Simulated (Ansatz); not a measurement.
Geometry optimisation, Ansatz, DFT PBE, scalar-relativistic, plane waves, PAW.

input.yaml

```yaml
crystal:
  lattice:
    - [7.398, 0.0, 0.0]
    - [-3.699, 6.406856, 0.0]
    - [0.0, 0.0, 13.0]
  atoms:
    - { symbol: C, position: [0.0, 0.0, 0.0769231] }
    - { symbol: C, position: [0.2222222, 0.1111111, 0.0769231] }
    - { symbol: C, position: [0.0, 0.3333333, 0.0769231] }
    - { symbol: C, position: [0.2222222, 0.4444444, 0.0769231] }
    - { symbol: C, position: [0.0, 0.6666667, 0.0769231] }
    - { symbol: C, position: [0.2222222, 0.7777778, 0.0769231] }
    - { symbol: C, position: [0.3333333, 0.0, 0.0769231] }
    - { symbol: C, position: [0.5555556, 0.1111111, 0.0769231] }
    - { symbol: C, position: [0.3333333, 0.3333333, 0.0769231] }
    - { symbol: C, position: [0.5555556, 0.4444444, 0.0769231] }
    - { symbol: C, position: [0.3333333, 0.6666667, 0.0769231] }
    - { symbol: C, position: [0.5555556, 0.7777778, 0.0769231] }
    - { symbol: C, position: [0.6666667, 0.0, 0.0769231] }
    - { symbol: C, position: [0.8888889, 0.1111111, 0.0769231] }
    - { symbol: C, position: [0.6666667, 0.3333333, 0.0769231] }
    - { symbol: C, position: [0.8888889, 0.4444444, 0.0769231] }
    - { symbol: C, position: [0.6666667, 0.6666667, 0.0769231] }
    - { symbol: C, position: [0.8888889, 0.7777778, 0.0769231] }
    - { symbol: Hf, position: [0.719003, 0.404505, 0.2723077] }
basis:
  ecutwfc: 420.0
kpoints:
  mp_grid: { grid: [2, 2, 1] }
hamiltonian:
  xc: pbe
  pseudopotentials: { kind: paw, azcp: { folder: soft_1 } }
scf:
  occupations: { method: fermi_dirac, width: 0.05 }
  lower_state_search: "off"
relax:
  f_tol: 0.08
  max_steps: 25
  adjacent_minimum: "off"
output:
  write_density: true
  write_potential: true
  elf: true
  volumetric_format: npy
```

Run as:

```bash
$ ansatz run input.yaml --threads 1 --pin off --max-ram 3072MiB --backend cpu --events-out ev --progress --plain --runs-dir out
```

Problem. Where does it end, and by what steps?

Solution. The forces met the threshold. The threshold is loose, so the end isn't yet a minimum. Limits of this set-up: coarse k mesh, slab without dipole correction. After 7 steps the energy has fallen by 1.042 eV; Hf19 moved furthest, 1.07 Å. Joined: C17–Hf19 (3.33 → 2.46 Å), C18–Hf19 (3.49 → 2.46 Å).

| step | energy less start (eV) | largest force component (eV/Å) | accepted |
| --- | --- | --- | --- |
| 0 | 0.0000 | 1.758 | yes |
| 1 | -0.3661 | 1.289 | yes |
| 2 | -0.5716 | 0.550 | yes |
| 3 | -0.7026 | 0.632 | yes |
| 4 | -0.8546 | 0.636 | yes |
| 5 | -0.9793 | 0.373 | yes |
| 6 | -1.0372 | 0.117 | yes |
| 7 | -1.0421 | 0.079 | yes |

```xyz
19
Lattice="7.3980 0.0000 0.0000 -3.6990 6.4069 0.0000 0.0000 0.0000 13.0000" Properties=species:S:1:pos:R:3
C 0.006 -0.041 1.048
C 1.237 0.662 1.047
C -1.217 2.079 1.049
C 0.006 2.793 1.048
C -2.454 4.225 0.997
C -1.217 4.938 1.052
C 2.476 -0.052 1.049
C 3.705 0.651 1.050
C 1.230 2.079 1.049
C 2.467 2.792 0.996
C 0.007 4.224 1.051
C 1.230 4.938 1.052
C 4.936 -0.052 1.048
C 6.174 0.663 1.046
C 3.706 2.077 0.987
C 4.944 2.792 0.995
C 2.467 4.225 0.995
C 3.705 4.939 0.988
Hf 3.706 3.507 2.991
```

Whether the end is a true minimum wasn't checked by a vibrational analysis.

Run time: 80 s on 1 thread of Arm Neoverse V2, on a shared host, peak memory 0.72 GiB.
